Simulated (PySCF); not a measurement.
# EuCl3(NH3) at several levels of theory

Computed with PySCF 2.14.0 (density fitting, no spin-orbit coupling) at the geometry relaxed with PBE0:

```xyz
8
EuCl3(NH3) (singlet in the valence; each metal's 4f electrons, 6 of them, lie in its core potential, out of spins and levels)
Eu    0.0336   -0.0336    0.0336
Cl    1.1761    1.9123    1.1761
Cl   -1.9123   -1.1761    1.1761
Cl    1.1761   -1.1761   -1.9123
N    -1.4120    1.4120   -1.4120
H    -2.0220    2.0220   -0.8630
H    -0.8630    2.0220   -2.0220
H    -2.0220    0.8630   -2.0220
```

| level | basis | state | HOMO (eV) | gap (eV) | charge on Eu1 (e) | population of f-type functions on Eu1 (polarisation alone where 4f lies in the core) | dipole about the centre of mass (D) | largest force component (eV/Å) |
| --- | --- | --- | --- | --- | --- | --- | --- | --- |
| PBE0 | Eu lcecp-1-SVP with ECP52, Cl def2-SVP, N def2-SVP, H def2-SVP | singlet | -8.40 | 7.27 | 0.83 | 0.06 | 5.24 | 0.00 |
| PBE0 | Eu lcecp-1-TZVP with ECP52, Cl def2-TZVP, N def2-TZVP, H def2-TZVP | singlet | -8.54 | 7.27 | 1.36 | 0.08 | 5.15 | 0.22 |

In the lcecp rows the 4f levels are missing from HOMO and gap, and the state counts the valence alone.

Charges are Mulliken's, which hang on the basis. The relaxation used the grid (50, 194), these runs (75, 302) or, all-electron (x2c bases, spin-free X2C Hamiltonian), (99, 590).

Q: A further run in the first row's basis gives HOMO (eV) -6.95, gap (eV) 5.25, charge on Eu1 (e) 0.70, population of f-type functions on Eu1 (polarisation alone where 4f lies in the core) 0.06, dipole about the centre of mass (D) 5.18, largest force component (eV/Å) 0.23. Which level was it?
A. wB97X
B. revPBE

A: B. The others give HOMO -10.77 eV (wB97X).

In the first row's basis the gap widens with exact exchange: 5.2 eV for revPBE (none); 7.3 eV for PBE0 (a fixed share); 11.4 eV for wB97X (rising or full at long range).

An lcecp potential fixes the number of 4f electrons, so in runs with it no electron can move into or out of that shell.
